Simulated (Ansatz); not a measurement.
Ansatz (a program for electronic structure) input (CCSD(T)/def2-SVPD):

Ansatz 0.2 input:
```yaml
crystal:
  periodic: [false, false, false]
  atoms:
    - {symbol: Y, position_ang: [-0.00000000, -0.00000000, -1.21210621]}
    - {symbol: Br, position_ang: [0.00000000, 0.00000000, 1.35063264]}
basis:
  gaussian:
    orbitals: def2-SVPD
magnetization: {spin_polarized: false}
correlation: {method: ccsd_t, electrons: outside_noble_gas}
output: {forces: true}
```

End of the output:

```
integrals: 0.05 GiB planned
704 factors; integrals over basis functions are off by at most 6.3e-4 eV
mean field: 0.22 GiB planned
mean field evaluation 1: about -71021.3477 eV, gradient 1.5e1 eV
mean field evaluation 2: about -71021.4000 eV, gradient 1.5e1 eV
mean field evaluation 4: about -71022.5372 eV, gradient 1.5e0 eV
mean field evaluation 8: about -71022.5716 eV, gradient 3.2e-1 eV
mean field evaluation 16: about -71022.5752 eV, gradient 3.0e-6 eV
mean field evaluation 32: about -71019.6238 eV, gradient 1.1e-1 eV
mean field evaluation 64: about -71019.6239 eV, gradient 1.6e-3 eV
mean field evaluation 96: about -71019.6239 eV, gradient 4.0e-4 eV
mean field -71022.57518663 eV, -2610.0314972783 hartree, gradient 3.0e-6 eV, S^2 0.000000; 2 other end points of the search recorded, 0 dependent functions left out; unrestricted orbitals would lower it
determinant -71022.57518663 eV, -2610.0314972783 hartree, with singles and doubles -71027.65530879 eV, -2610.2181883240 hartree
determinant -71019.62387161 eV, -2609.9230384515 hartree, with singles and doubles -71024.37215701 eV, -2610.0975347217 hartree
determinant -71019.24350245 eV, -2609.9090601430 hartree, with singles and doubles -71024.24048545 eV, -2610.0926958809 hartree
18 core orbitals not correlated
reference -71022.57518663 eV, -2610.0314972783 hartree; 5, 5 occupied and 52, 52 virtual orbitals, 704 factors
densities: 0.16 GiB planned
second order -4.49911191 eV of doubles, -0.00000000 eV of singles
coupled cluster: 0.13 GiB planned
cycle   1  -5.03252092 eV  change   -1.1e-1 eV  update   3.0e-2
cycle   2  -5.04712933 eV  change   -1.5e-2 eV  update   9.4e-3
cycle   3  -5.05239181 eV  change   -5.3e-3 eV  update   4.8e-3
cycle   4  -5.05636490 eV  change   -4.0e-3 eV  update   2.1e-3
cycle   5  -5.05702217 eV  change   -6.6e-4 eV  update   9.9e-4
cycle   6  -5.05731984 eV  change   -3.0e-4 eV  update   4.2e-4
cycle   7  -5.05727320 eV  change    4.7e-5 eV  update   1.9e-4
cycle   8  -5.05725254 eV  change    2.1e-5 eV  update   8.9e-5
cycle   9  -5.05725131 eV  change    1.2e-6 eV  update   5.0e-5
cycle  10  -5.05724725 eV  change    4.1e-6 eV  update   3.1e-5
cycle  11  -5.05724565 eV  change    1.6e-6 eV  update   2.0e-5
cycle  12  -5.05724319 eV  change    2.5e-6 eV  update   1.1e-5
cycle  13  -5.05724359 eV  change   -4.0e-7 eV  update   4.7e-6
cycle  14  -5.05724437 eV  change   -7.8e-7 eV  update   2.1e-6
cycle  15  -5.05724490 eV  change   -5.3e-7 eV  update   1.2e-6
perturbative correction -0.16974148 eV, -0.0062378844 hartree
the calculation of the forces begins
Total energy: -71027.80217301 eV, -2610.2235854847 hartree
Atom 0 at    -0.000000    -0.000000    -1.212106 Å, force     0.000000     0.000000    -0.507722 eV/Å
Atom 1 at     0.000000     0.000000     1.350633 Å, force    -0.000000    -0.000000     0.507722 eV/Å
Dipole moment:    -0.000000     0.000000    -0.479082 e Å
```
